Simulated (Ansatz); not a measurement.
Ansatz (a program for electronic structure) input (CCSD(T)/def2-SVPD):

Ansatz 0.2 input:
```yaml
crystal:
  periodic: [false, false, false]
  atoms:
    - {symbol: Li, position_ang: [-0.00000000, -0.00000000, -1.22408035]}
    - {symbol: O, position_ang: [0.00000000, 0.00000000, 0.45903013]}
basis:
  gaussian:
    orbitals: def2-SVPD
magnetization: {spin_polarized: true, initial_magnetization: 1}
correlation: {method: ccsd_t, electrons: outside_noble_gas}
output: {forces: true}
```

Output:

```
Functional definition: HF
integrals: 0.01 GiB planned
388 factors; integrals over basis functions are off by at most 2.1e-4 eV
mean field: 0.06 GiB planned
mean field evaluation 1: about -2235.8355 eV, gradient 1.9e1 eV
mean field evaluation 2: about -2235.8365 eV, gradient 1.9e1 eV
mean field evaluation 4: about -2237.3483 eV, gradient 8.4e-1 eV
mean field evaluation 8: about -2237.3547 eV, gradient 2.5e-3 eV
mean field evaluation 16: about -2237.3525 eV, gradient 1.8e-1 eV
mean field evaluation 32: about -2237.3546 eV, gradient 1.3e-1 eV
mean field evaluation 64: about -2237.3346 eV, gradient 2.1e0 eV
mean field evaluation 96: about -2236.9570 eV, gradient 1.4e-2 eV
mean field evaluation 128: about -2232.7365 eV, gradient 1.2e-3 eV
mean field evaluation 160: about -2237.3547 eV, gradient 3.0e-4 eV
mean field evaluation 192: about -2234.6269 eV, gradient 1.5e0 eV
mean field evaluation 224: about -2232.8760 eV, gradient 1.8e0 eV
mean field evaluation 256: about -2233.3536 eV, gradient 2.2e-2 eV
mean field evaluation 288: about -2236.9570 eV, gradient 1.6e-6 eV
mean field evaluation 320: about -2234.2538 eV, gradient 1.4e0 eV
mean field -2237.35471085 eV, -82.2212690902 hartree, gradient 1.3e-6 eV, S^2 0.758989; 11 other end points of the search recorded, 0 dependent functions left out
determinant -2237.35471085 eV, -82.2212690902 hartree, with singles and doubles -2242.10306688 eV, -82.3957679560 hartree
determinant -2236.95697074 eV, -82.2066524109 hartree, with singles and doubles -2241.76933596 eV, -82.3835035708 hartree
determinant -2234.80743182 eV, -82.1276583127 hartree, with singles and doubles -2238.17645014 eV, -82.2514674523 hartree
determinant -2234.26448255 eV, -82.1077052947 hartree, with singles and doubles -2237.73202832 eV, -82.2351352513 hartree
determinant -2237.35471085 eV, -82.2212690902 hartree, with singles and doubles -2242.10672860 eV, -82.3959025215 hartree
determinant -2236.95697074 eV, -82.2066524109 hartree, with singles and doubles -2241.77500977 eV, -82.3837120793 hartree
2 core orbitals not correlated
reference -2237.35471085 eV, -82.2212690902 hartree; 4, 3 occupied and 29, 30 virtual orbitals, 388 factors
densities: 0.09 GiB planned
second order -4.43963635 eV of doubles, -0.00000000 eV of singles
coupled cluster: 0.08 GiB planned
cycle   1  -4.75201715 eV  change    6.0e-7 eV  update   3.0e-6
cycle   2  -4.75201755 eV  change   -4.0e-7 eV  update   2.1e-6
cycle   3  -4.75201738 eV  change    1.7e-7 eV  update   1.4e-6
cycle   4  -4.75201739 eV  change   -1.3e-8 eV  update   4.4e-7
cycle   5  -4.75201750 eV  change   -1.1e-7 eV  update   2.4e-7
cycle   6  -4.75201751 eV  change   -1.1e-8 eV  update   9.9e-8
perturbative correction -0.10552582 eV, -0.0038780023 hartree
the calculation of the forces begins
Total energy: -2242.21225418 eV, -82.3997805150 hartree
Atom 0 at    -0.000000    -0.000000    -1.224080 Å, force     0.000000     0.000000    -0.597126 eV/Å
Atom 1 at     0.000000     0.000000     0.459030 Å, force    -0.000000    -0.000000     0.597126 eV/Å
Dipole moment:    -0.000000     0.000000    -1.398935 e Å
```
